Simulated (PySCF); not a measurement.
Frontier levels across methods

Species: C₂H₄N₂OSi.
Cartesian coordinates in Å at the PBE0-D3(BJ)/def2-SVP level; atoms count from 1:
```xyz
10
C2H4N2OSi angstrom
N      3.5881    0.6399   -0.5051
C      2.5150    0.2039   -0.5054
C      1.1837   -0.3732   -0.5180
N      0.1890    0.2610   -0.0673
Si    -1.4635   -0.3537   -0.0590
O     -2.4187    0.6816   -0.9225
H      1.1470   -1.3944   -0.9528
H     -1.8401   -0.4365    1.3798
H     -1.5627   -1.6766   -0.7376
H     -2.4349    1.6032   -0.6464
```

Basis pcSseg-2 throughout (PySCF), one geometry. Isolated species at its PBE0-D3(BJ)/def2-SVP geometry (one conformer only).

Q: How do the orbital energies, the gap and the dipole change with the method?

A: 
```csv
method,kind,HOMO (eV),LUMO (eV),gap (eV),μ (D),SCF cycles
BLYP,GGA,-6.74,-3.50,3.23,2.86,18
OPBE,GGA,-6.79,-3.57,3.22,2.82,18
PBE,GGA,-6.83,-3.66,3.17,2.85,18
B97-D,GGA,-6.85,-3.56,3.29,2.85,18
BP86,GGA,-6.94,-3.74,3.20,2.86,17
LDA,LDA,-6.96,-3.92,3.04,2.93,18
KT2,GGA,-6.98,-3.60,3.38,2.85,18
KT3,GGA,-6.98,-3.58,3.41,2.84,18
B97-2,global hybrid,-8.05,-2.72,5.33,2.93,15
B3LYP,global hybrid,-8.09,-2.89,5.21,2.95,16
PBE0,global hybrid,-8.32,-2.67,5.65,2.95,15
mPW1PW91,global hybrid,-8.35,-2.68,5.67,2.94,15
BHandHLYP,global hybrid,-9.77,-1.53,8.24,3.07,14
CAM-B3LYP,range-separated hybrid,-9.77,-1.51,8.27,3.02,14
wB97X-D,range-separated hybrid,-10.24,-0.86,9.38,2.97,14
LC-wPBE,range-separated hybrid,-11.12,-0.36,10.76,3.03,14
HF,Hartree–Fock,-12.06,1.27,13.32,3.21,14
```

The HOMO spans 5.32 eV, from BLYP down to HF, and the gap runs from 3.04 eV (LDA) to 13.32 eV (HF). Over the methods BLYP (0 %), OPBE (0 %), PBE (0 %), B97-D (0 %), BP86 (0 %), LDA (0 %), KT2 (0 %), KT3 (0 %), B97-2 (21 %), B3LYP (20 %), PBE0 (25 %), mPW1PW91 (25 %), BHandHLYP (50 %), HF (100 %), a straight line through the gap against the share of exact exchange rises by 1.00 eV for each 10 % (correlation coefficient 0.999). The dipole ranges from 2.82 D (OPBE) to 3.21 D (HF). This basis has no diffuse functions.
